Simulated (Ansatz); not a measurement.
An input meant for the cluster Li4N⁺ (charge 1, singlet; atoms displaced at random, 0.15 Å in each coordinate).

```yaml
crystal:
  periodic: [false, false, false]
  atoms:
    - {symbol: Li, position_ang: [0.305271, -0.401005, 1.596567]}
    - {symbol: Li, position_ang: [0.256313, -1.374544, -0.993745]}
    - {symbol: Li, position_ang: [-1.610181, 0.805564, -0.369403]}
    - {symbol: Li, position_ang: [1.253453, 1.046026, -0.429211]}
    - {symbol: N, position_ang: [0.019776, 0.183022, -0.131029]}
basis:
  gaussian: {orbitals: "6-31++G**"}
total_charge: 1
magnetization: {spin_polarized: true, initial_magnetization: 8}
hamiltonian: {xc: {name: B97}}
scf: {omitted_lower_state_checks: [starts]}
output: {forces: true}
```

```sh
$ ansatz run in.yaml --threads 4 --pin off --events-out ev --progress --plain --max-ram 3916MiB
```

Output, abridged:

```
Functional definition: B97
  name "B97"
  cite "Becke, J. Chem. Phys. 107, 8554 (1997) doi:10.1063/1.475007"
  parameter cx = 0.1943
  parameter cx0 = 0.8094
  parameter cx1 = 0.5073
  parameter cx2 = 0.7481
  parameter css0 = 0.1737
  parameter css1 = 2.3487
  parameter css2 = -2.4868
  parameter cos0 = 0.9454
  parameter cos1 = 0.7471
  parameter cos2 = -4.5961
  exchange = spin_sum(e_x_unif_s*poly(b97_u_x, cx0, cx1, cx2)) + cx*exact_x
  correlation = spin_sum(e_c_pw_same_spin*poly(b97_u_same, css0, css1, css2))
      + integral(e_c_pw_opposite_spin*poly(b97_u_opposite, cos0, cos1, cos2))
these checks for a lower state are left out or cut short: starts
752 factors; their error is unknown
mean field evaluation 1: about -2266.5990 eV, gradient 7.3e0 eV
mean field evaluation 2: about -2266.8565 eV, gradient 3.1e0 eV
mean field evaluation 4: about -2266.9450 eV, gradient 1.9e-1 eV
mean field evaluation 8: about -2266.9217 eV, gradient 1.6e-2 eV
mean field evaluation 16: about -2266.9217 eV, gradient 2.1e-5 eV
mean field -2266.92170502 eV, -83.3078360848 hartree, gradient 2.1e-5 eV, S^2 20.000071; 0 other end points of the search recorded, 0 dependent functions left out
the calculation of the forces begins
reference -2266.92194515 eV, -83.3078449095 hartree; 13, 5 occupied and 82, 90 virtual orbitals, 752 factors
Total energy: -2266.92194515 eV, -83.3078449095 hartree
Atom 0 at     0.305271    -0.401005     1.596567 Å, force     0.639667    -1.503955     4.510989 eV/Å
Atom 1 at     0.256313    -1.374544    -0.993745 Å, force     0.618450    -4.480270    -2.508919 eV/Å
Atom 2 at    -1.610181     0.805564    -0.369403 Å, force    -4.928008     1.866919    -0.690907 eV/Å
Atom 3 at     1.253453     1.046026    -0.429211 Å, force     7.009764     5.006838    -1.754508 eV/Å
Atom 4 at     0.019776     0.183022    -0.131029 Å, force    -3.339873    -0.889531     0.443346 eV/Å
Dipole moment:    -0.162328    -0.046206     0.045875 e Å
Checks for a lower state left out: starts
```

In this input the spin is set far too high (8 unpaired electrons typed, 0 in the singlet as meant). The run converged. The result belongs to that input, not to the species as meant.

The 6-31G sets use Cartesian d functions.
